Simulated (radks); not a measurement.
Task: The mean radii <r> (bohr) of the occupied orbitals of an atom or ion are listed with their occupations. Calculated with a radial shooting solver on a logarithmic mesh with Libxc functionals: scalar-relativistic Kohn-Sham, r2SCAN, spin-polarised, spherical densities, finite nucleus; meta-GGA in the generalised Kohn-Sham scheme; Fermi nuclear charge, rms radius of each element as measured or else 0.836 A^(1/3) + 0.57 fm.

orbital  occ.     <r>
1s down     1  0.1036
1s up       1  0.1036
2s up       1  0.5166
2s down     1  0.5161
2p up       3  0.4828
2p down     3  0.4820
3s up       1   1.780
3s down     1   1.758
3d up       2   3.071

Name the element and its charge. Open shells, if any, are filled with parallel spins first.

Result: Z = 15, phosphorus, charge +1: P+ in [Ne] 3s2 3d2. The 1s radius gives Z: for a bare nucleus <r> = (2 gamma + 1)/(2Z) with gamma = sqrt(1 - (Z/c)^2), 0.0996 bohr for Z = 15, and screening makes it slightly larger (0.1036 here). The occupations add up to 14, and the charge is Z minus that.
